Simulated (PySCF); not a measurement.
PySCF input (BP86/def2-SVP):

```python
from pyscf import gto, dft

mol = gto.M(
    atom='''
    B     0.40892500   -0.17844500   -0.23361300
    O     1.40812100   -0.53045100   -0.88620600
    Cl   -0.90683700    0.37277000    0.54040000
    H     2.10664000   -1.20124900   -0.92908100
    ''',
    basis='def2-svp',
    charge=1,
    spin=0,
    verbose=4,
)

mf = dft.RKS(mol, xc='bp86')
mf.grids.level = 3
mf.conv_tol = 1e-9
mf.max_cycle = 100
mf.max_memory = 1500
mf.kernel()
if not mf.converged:
    mf = mf.newton()
    mf.kernel(mf.make_rdm1())
mf.dip_moment()
```

From the output:

```
[INPUT]  4 H      2.106640000000  -1.201249000000  -0.929081000000 AA    3.980972643054  -2.270031617408  -1.755708637537 Bohr   0.0

nuclear repulsion = 77.8983315207091
number of shells = 23
number of NR pGTOs = 91
number of NR cGTOs = 51
basis = def2-svp
ecp = {}

******** <class 'pyscf.dft.rks.RKS'> ********
method = RKS
initial guess = minao
damping factor = 0
level_shift factor = 0
DIIS = <class 'pyscf.scf.diis.CDIIS'>
diis_start_cycle = 1
diis_space = 8
diis_damp = 0
SCF conv_tol = 1e-09
SCF conv_tol_grad = None
SCF max_cycles = 100
direct_scf = True
direct_scf_tol = 1e-13
XC library pyscf.dft.libxc version 7.1.2
    S. Lehtola, C. Steigemann, M. J. T. Oliveira, and M. A. L. Marques,  SoftwareX 7, 1–5 (2018)
XC functionals = bp86
    A. D. Becke,  Phys. Rev. A 38, 3098 (1988)
    J. P. Perdew,  Phys. Rev. B 33, 8822 (1986)
    J. P. Perdew,  Phys. Rev. B 34, 7406–7406 (1986)
radial grids:
    Treutler-Ahlrichs [JCP 102, 346 (1995); DOI:10.1063/1.469408] (M4) radial grids

becke partition: Becke, JCP 88, 2547 (1988); DOI:10.1063/1.454033
pruning grids: <function nwchem_prune>
grids dens level: 3
symmetrized grids: False
atomic radii adjust function: <function treutler_atomic_radii_adjust>
small_rho_cutoff = 0
Set gradient conv threshold to 3.16228e-05
Initial guess from minao.
tot grids = 56816
init E= -561.143205153493
  HOMO = -0.3719469224294  LUMO = -0.0784261622777289  gap/eV = 7.98711
cycle= 1 E= -560.375060452872  delta_E= 0.768  |g|= 0.635  |ddm|=  2.4
  HOMO = -0.518835907176208  LUMO = -0.297348702804231  gap/eV = 6.02697
cycle= 2 E= -559.867165011413  delta_E= 0.508  |g|= 1.71  |ddm|= 1.33
  HOMO = -0.563205468249448  LUMO = -0.306530314001163  gap/eV = 6.98449
cycle= 3 E= -560.445650839435  delta_E= -0.578  |g|= 0.132  |ddm|= 1.07
  HOMO = -0.587439844388673  LUMO = -0.304621422757007  gap/eV = 7.69588
cycle= 4 E= -560.448648614418  delta_E= -0.003  |g|= 0.102  |ddm|= 0.246
  HOMO = -0.580889205205865  LUMO = -0.309210153126731  gap/eV = 7.39276
cycle= 5 E= -560.451609000791  delta_E= -0.00296  |g|= 0.0202  |ddm|= 0.115
  HOMO = -0.579220191349977  LUMO = -0.306651696214058  gap/eV = 7.41697
cycle= 6 E= -560.451709522008  delta_E= -0.000101  |g|= 0.00461  |ddm|= 0.0217
  HOMO = -0.579275643152842  LUMO = -0.307054935073916  gap/eV = 7.40750
cycle= 7 E= -560.451715624798  delta_E= -6.1e-06  |g|= 0.000621  |ddm|= 0.00452
  HOMO = -0.579192335903511  LUMO = -0.307009288690035  gap/eV = 7.40648
cycle= 8 E= -560.451715719989  delta_E= -9.52e-08  |g|= 9.9e-05  |ddm|= 0.000566
  HOMO = -0.579195895756832  LUMO = -0.307000020841956  gap/eV = 7.40683
cycle= 9 E= -560.451715722569  delta_E= -2.58e-09  |g|= 1.01e-05  |ddm|= 9.97e-05
  HOMO = -0.579196943440087  LUMO = -0.307000502596304  gap/eV = 7.40684
cycle= 10 E= -560.4517157226  delta_E= -3.07e-11  |g|= 2.41e-06  |ddm|= 1.29e-05
  HOMO = -0.579196728960235  LUMO = -0.307000441854091  gap/eV = 7.40684
Extra cycle  E= -560.451715722598  delta_E= 1.82e-12  |g|= 3.3e-06  |ddm|= 3.83e-06
converged SCF energy = -560.451715722598

WARN: System has nonzero charge 1; the dipole moment is origin-dependent.
Location of origin: [0. 0. 0.]

Dipole moment(X, Y, Z, Debye):  2.81617, -1.98779, -0.87028
```

The dipole moment of an ion depends on the origin.

The geometry given is a B3LYP-D3(BJ)/def2-TZVP minimum.
